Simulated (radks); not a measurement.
Valence configurations of neutral aluminium (all share [Ne]). All-electron calculation, non-relativistic Kohn-Sham, PBE, spin-polarised, spherical densities, point nucleus; open shells are filled with parallel spins first. Program: a radial shooting solver on a logarithmic mesh with Libxc functionals. Energies are relative to 3s2 3p1; eigenvalues in eV for spin up.

valence      E (eV)  moment (Bohr magnetons)   e(3p)   e(3s)
3s2 3p1       0.000                        1  -3.018  -8.024
3s1.5 3p1.5   1.928                        2  -3.521  -8.681
3s1 3p2       3.483                        3  -3.911  -9.229
3p3           8.850                        3  -4.463       -

NIST lists [Ne] 3s2 3p1 as the ground configuration; this level of theory agrees among the configurations tried. The energies are those of spherical high-spin densities, not of single terms.
